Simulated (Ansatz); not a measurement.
Isolated molecules relaxed with PBE0-D4/def2-TZVP in Ansatz; ΔE leaves out vibrations. CCSD(T)/CBS adds triple-zeta CCSD(T) − MP2 to the extrapolated MP2 energy (def2 sets, frozen cores). This one scheme is used for every species. Functionals use def2-TZVPP. HSE06 is defined as in plane-wave codes. For Se outer-core shells are correlated without core-valence functions, which leaves a few kJ/mol of doubt a bond. Scalar relativity is left out up to krypton. Each species was taken in one conformer, which may not be the lowest.

Consider the ligand exchange at the Se–B bond: `ClB[SeH]` + `OPO` → `OP(O)[SeH]` + `BCl`.

Q: Is it downhill or uphill in electronic energy at CCSD(T)/CBS, and by how much? (Best estimate.)

A: Ansatz gave: Uphill: ΔE = +12.3 kcal/mol.

Q: What do these levels give: HSE06-D4, PBE, MP2/def2-SVP, SCS-MP2/def2-TZVPP, CCSD(T)/def2-TZVPP, MP2/CBS(def2)? (An estimate is asked.)

A: Computed: HSE06-D4 11.5, PBE 11.2, MP2/def2-SVP 15.9, SCS-MP2/def2-TZVPP 13.3, CCSD(T)/def2-TZVPP 13.5, MP2/CBS(def2) 12.3 kcal/mol.

Largest T1 diagnostic among the species: 0.013.

From BLYP to BHLYP (50 % exact exchange), in def2-TZVPP and without D4, ΔE moves by +1.6 kcal/mol. Leaving LDA and LC-ωPBE aside and taking each functional with its dispersion term where it has one, the values, not all of them listed here, spread over 3.7 kcal/mol, from BLYP-D4 to PBE-QIDH. LDA lies +0.8 kcal/mol from PBE without D4. The D4 term adds −0.8 kcal/mol with B3LYP and −0.4 kcal/mol with PBE0; it sums over pairs of atoms, weighted by their polarisabilities, and B3LYP, whose exchange is more repulsive, gets the larger term.

B3LYP here is the variant with VWN-RPA as its local correlation; programs differ in this.
